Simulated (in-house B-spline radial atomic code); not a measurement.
What moves the levels of Yb+ ([Xe] 4f14 6s1)? Method: Dirac-Hartree-Fock, average of configuration, Fermi nucleus of rms radius 5.0423 fm. Calculated with a B-spline radial code for spherical atoms.

Baseline run (computed): total energy -14067.5800 hartree, 1s1/2 at -2267.929 hartree, 6s1/2 at -11.315 eV with <r> = 3.762 bohr.

Changing the nucleus:

```tsv
nucleus	ΔE (eV)
Fermi nucleus of rms radius 5.0875 fm, A = 154	0.64
Fermi nucleus of rms radius 5.104 fm, A = 155	0.875
Fermi nucleus of rms radius 5.1219 fm, A = 156	1.13
Fermi nucleus of rms radius 5.1324 fm, A = 157	1.28
Fermi nucleus of rms radius 5.1498 fm, A = 158	1.53
Fermi nucleus of rms radius 5.1629 fm, A = 159	1.72
Fermi nucleus of rms radius 5.1781 fm, A = 160	1.93
Fermi nucleus of rms radius 5.1889 fm, A = 161	2.09
Fermi nucleus of rms radius 5.2054 fm, A = 162	2.33
Fermi nucleus of rms radius 5.2157 fm, A = 163	2.48
Fermi nucleus of rms radius 5.2307 fm, A = 164	2.69
Fermi nucleus of rms radius 5.2399 fm, A = 165	2.83
Fermi nucleus of rms radius 5.2525 fm, A = 166	3.01
Fermi nucleus of rms radius 5.2621 fm, A = 167	3.15
Fermi nucleus of rms radius 5.2702 fm, A = 168	3.27
Fermi nucleus of rms radius 5.2771 fm, A = 169	3.37
Fermi nucleus of rms radius 5.2853 fm, A = 170	3.49
Fermi nucleus of rms radius 5.2906 fm, A = 171	3.56
Fermi nucleus of rms radius 5.2995 fm, A = 172	3.69
Fermi nucleus of rms radius 5.3046 fm, A = 173	3.77
Fermi nucleus of rms radius 5.3108 fm, A = 174	3.86
Fermi nucleus of rms radius 5.3135 fm, A = 175	3.9
Fermi nucleus of rms radius 5.3215 fm, A = 176	4.02
Fermi nucleus of rms radius 5.3239 fm, A = 177	4.05
```

A larger nucleus binds the electrons less, roughly as the density at the nucleus times the change of the nuclear <r²>. The reference is A = 152.
